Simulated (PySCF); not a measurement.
The free ion Ti3+ in its d1 configuration.

Method (PySCF 2.14, density fitting): CASSCF(1,5) with orbitals averaged over all microstates of the shell, strongly contracted NEVPT2 on the averaged canonical orbitals; basis x2c-TZVPall; spin-free X2C; gas phase; spin-orbit coupling by state interaction with the mean-field operator over all roots.

Q: Which term lies lowest, and with what spin?

A: 2D (S = 1/2, orbital degeneracy 5), by NEVPT2.

Q: What magnetic behaviour follows?

A: The lowest spin-orbit level is 4-fold with J = 3/2; the next lies at 379.6 cm⁻¹. μeff is 2.20 μB at 300 K and 1.55 μB at 10 K; the free-ion value g_J√(J(J+1)) for the Hund's-rule level J = 3/2 is 1.55 μB.

The job took 1 s on one thread of Arm Neoverse V1 (shared host), with 48 basis functions, launched as `OMP_NUM_THREADS=1 python lf_run.py task.json out`.
